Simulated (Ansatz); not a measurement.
CH₃ClF₂Si (`C[Si](F)(F)Cl`), relaxed with RKS PBE-D4/def2-SVP in Ansatz 0.2.0 from a rough embedded geometry. The force threshold is 0.03 eV/Å; the program also tests the step.

Total charge 0; spin multiplicity 1.

Start:

```xyz
8

C    -0.217   -0.634    0.728
Si    0.304    0.506   -0.584
F     1.327    1.513    0.056
F     1.059   -0.245   -1.771
Cl   -1.276    1.531   -1.377
H     0.547   -1.213    1.133
H    -0.765   -0.109    1.529
H    -0.979   -1.349    0.285
```

Q: How much energy does the relaxation release, and in how many steps? (Best estimate.)

A: Computed: 0.21 eV, in 4 steps.

Q: Which bonds change most? (Estimate.)

A: Ansatz gave: C1–H6 from 1.041 to 1.108 Å; Si2–F3 from 1.571 to 1.625 Å; C1–Si2 from 1.814 to 1.849 Å; Si2–F4 from 1.595 to 1.625 Å.

Q: Give the relaxed structure. (Estimate.)

A: Ansatz gave: 
```xyz
8

C    -0.273   -0.669    0.726
Si    0.296    0.515   -0.575
F     1.359    1.584    0.031
F     1.063   -0.262   -1.779
Cl   -1.264    1.573   -1.399
H     0.586   -1.229    1.145
H    -0.773   -0.121    1.549
H    -0.995   -1.392    0.300
```
